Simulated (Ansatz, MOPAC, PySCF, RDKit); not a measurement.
Dimer: N2 (SMILES N#N) (first 2 atoms) with H4OSi (SMILES O[SiH3]); geometry from B3LYP-D3(BJ)/def2-TZVP, rigid monomers moved along the line of their centres of mass till N2···H5 is 2.03 Å.
(charge 0, multiplicity 1):
```csv
atom,x (Å),y (Å),z (Å)
N,0.1531,-0.6464,-1.1456
N,0.3604,-0.4633,-0.0912
O,0.8997,0.0441,2.7931
Si,-0.4942,0.1579,3.6675
H,0.8325,-0.1210,1.8486
H,-1.3544,1.2701,3.1898
H,-0.0846,0.4094,5.0633
H,-1.2916,-1.0928,3.5974
```

Interaction energies are E(AB) − E(A) − E(B) at the monomers' geometry in the complex; basis-set methods are counterpoise corrected.

The state that PM3 reach isn't checked.

Run with Ansatz (an electronic-structure program) with Gaussian orbitals; MOPAC for PM3 (differences of heats of formation); PySCF for the dispersion terms; RDKit for the force fields. Each number belongs to the level named beside it.

Task: One of these levels gives -59.4 meV for the interaction energy. Which one is it?
A. PBE0/def2-TZVPPD
B. PM3
C. MMFF94
D. PBE0-D3(BJ)/def2-TZVPPD

Result: D, PBE0-D3(BJ)/def2-TZVPPD. The others give 20.5 (MMFF94), 70.5 (PM3), -30.8 (PBE0/def2-TZVPPD)
